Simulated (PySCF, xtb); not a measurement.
SiH₂ClBr, SMILES Br[SiH2]Cl.

GFN2-xTB (xtb 6.7.1) at its own geometry gives an orbital gap of 5.76 eV and a dipole moment of 5.37 D.

Coordinates come from a PBE-D3(BJ)/def2-TZVP optimisation.

Question: What does CAM-B3LYP/def2-TZVPD (PySCF) give? (An estimate is asked for; the answer gives what the named calculation found.)

Answer: gap 10.28 eV (levels -10.05 and 0.22 eV), dipole 1.25 D.
